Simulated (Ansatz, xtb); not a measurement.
Ligand exchange: BH(CH3)2 + KCl → BH(CH3)Cl + CH3K

Species: BH(CH3)2, singlet; KCl, singlet; BH(CH3)Cl, singlet; CH3K `[CH3][K]`, singlet. The partners trade CH3 for Cl: B–CH3 and K–Cl bonds give way to B–Cl and K–CH3.

Shapes, held fixed at every level: PBE0-D4/def2-TZVP. Programs: Ansatz 0.2.0, xtb 6.7.1, xtb 6.7.1 later snapshot. The zero-point and thermal change to 298 K, harmonic and unscaled (PBE0-D4/def2-TZVP), is -8.0 kJ/mol.

(1) Estimate ΔH(298 K) of this reaction.

Answers

(1) The highest level, CCSD(T)/def2-TZVPP, gives ΔH(298 K) = +200.0 kJ/mol; the levels span +186.5 to +262.7. GFN1-xTB strays far from the other rows. The column of differences is taken from that level and isn't an error. No measured value is set beside it here. Correlated rows may include outer-core shells of K, which these sets cover unevenly. Times are processor times on shared x86 and Arm servers, and rough.

```tsv
level	kind	ΔH(298 K) (kJ/mol)	less CCSD(T)/def2-TZVPP	CPU time (sum over the molecules)
GFN1-xTB	semi-empirical	+262.7	+62.7	0.11 s
SPW92/def2-TZVPP	LDA	+186.5	-13.5	6.9 s
B3LYP-D4/def2-TZVPP	global hybrid	+201.5	+1.5	19 s
BHLYP-D4/def2-TZVPP	global hybrid	+221.7	+21.7	15 s
PBE0-D4/def2-TZVPP	global hybrid	+205.8	+5.8	14 s
r2SCAN0-D4/def2-TZVPP	global hybrid	+220.0	+20.0	22 s
CCSD(T)/def2-SVP	coupled cluster or CI	+189.5	-10.5	9 s
CCSD/def2-SVP	coupled cluster or CI	+196.5	-3.5	–
CCSD(T)/def2-TZVPP	coupled cluster or CI	+200.0	0.0	1.8 min
```
